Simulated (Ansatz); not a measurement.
Ideal-gas functions of CSe (`[C-]#[Se+]`) at 600 K and 1 bar, from an Ansatz frequency run at PBE0-D4/def2-TZVP.

Molar mass 90.97 g/mol, point group C∞v (symmetry number 1), electronic degeneracy 1, moments of inertia 29.12 u Å². Harmonic wavenumbers (cm⁻¹, unscaled): 1085.

Use S(trans) = R[1.5 ln M + 2.5 ln T − 1.1517]; rotational temperatures θ = 24.2544 K / I; S(rot) = R[ln(T/σθ) + 1]; for each mode x = 1.438777 ν̃/T, S = R[x/(eˣ − 1) − ln(1 − e⁻ˣ)] and H = RT x/(eˣ − 1); 1 cm⁻¹ = 0.0119627 kJ/mol; R = 8.31446 J/(mol·K).

Q: By hand: the entropy, in J/(mol·K).

A: Translation 179.6. Rotation: θ = 0.8329 K, giving 63.0. Vibration, mode by mode: 2.37, in all 2.4. Electronic 0.0. Sum 245.0 J/(mol·K).

Q: By hand: H − E and G − E in kJ/mol, counted from the electronic energy.

A: Zero-point energy ½ × 1085 × 0.0119627 = 6.5; thermal vibration 1.0; translation, rotation and pV give 3.5 RT = 17.5. H − E = 25.0 kJ/mol, and G − E = 25.0 − 600 × 245.0/1000 = -122.0 kJ/mol.

Vibration gives 1 % of the entropy.
